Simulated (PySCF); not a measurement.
Name the molecule from its bond curve

A diatomic of charge 0 contains Sc (the partner may be the same element). Its quintet curve at PBE0 in a triple-zeta basis (no relativity, PySCF), in eV from the separated fragments:

(R (Å), E (eV)): (2.219, -0.366), (2.322, -0.594), (2.425, -0.729), (2.503, -0.776), (2.580, -0.784), (2.657, -0.757), (2.761, -0.679), (2.890, -0.528), (3.044, -0.296), (3.251, 0.056)

The fit gives ωe = 268 cm⁻¹ and the rotational constant Bₑ = 0.1147 cm⁻¹.

Question: Which atom is the partner?

Answer: The minimum lies at 2.557 Å, so the reduced mass is 16.8576 u Å² cm⁻¹/(Bₑ·Re²) = 22.48 u. With Sc at 44.96 u the partner weighs about 45.0 u: Sc. The molecule is Sc2.

With d or f electrons several states lie close, and the lowest PBE0 determinant need not be the measured ground state.
